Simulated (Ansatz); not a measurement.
One change: `OB(F)[SiH2][SiH3]` becomes `CO[SiH2]B(O)F`.

Ansatz, PBE0-D4/def2-TZVP geometries, multiplicity 1. Each molecule was computed in one conformer, which needn't be the lowest.

```csv
property,`OB(F)[SiH2][SiH3]`
size of the dipole moment (B3LYP/def2-TZVPP) / D,1.23
size of the dipole moment (ωB97M-V/def2-TZVPP) / D,1.27
HOMO energy (PBE/def2-TZVPP) / eV,-6.99
HOMO energy (ωB97M-V/def2-TZVPP) / eV,-10.14
LUMO energy (ωB97M-V/def2-TZVPP) / eV,1.10
LUMO energy (B3LYP/def2-TZVPP) / eV,-0.98
```

What does the change do to each property? (Best estimate.)

The calculation gave: 
```json
{"property": "size of the dipole moment (B3LYP/def2-TZVPP) / D", "`CO[SiH2]B(O)F`": "3.11", "shift": "1.88"}
{"property": "size of the dipole moment (ωB97M-V/def2-TZVPP) / D", "`CO[SiH2]B(O)F`": "3.11", "shift": "1.84"}
{"property": "HOMO energy (PBE/def2-TZVPP) / eV", "`CO[SiH2]B(O)F`": "-6.88", "shift": "0.11"}
{"property": "HOMO energy (ωB97M-V/def2-TZVPP) / eV", "`CO[SiH2]B(O)F`": "-10.55", "shift": "-0.41"}
{"property": "LUMO energy (ωB97M-V/def2-TZVPP) / eV", "`CO[SiH2]B(O)F`": "1.52", "shift": "0.42"}
{"property": "LUMO energy (B3LYP/def2-TZVPP) / eV", "`CO[SiH2]B(O)F`": "-0.68", "shift": "0.30"}
```

With PBE0 the HOMO falls by 0.23 eV and the LUMO rises by 0.31 eV, so the gap widens by about 0.54 eV. PBE moves the HOMO by 0.11 eV and ωB97M-V by -0.41 eV. Dipoles are sizes alone; their direction can turn.

B3LYP here is the variant with VWN-RPA as its local correlation; programs differ in this.
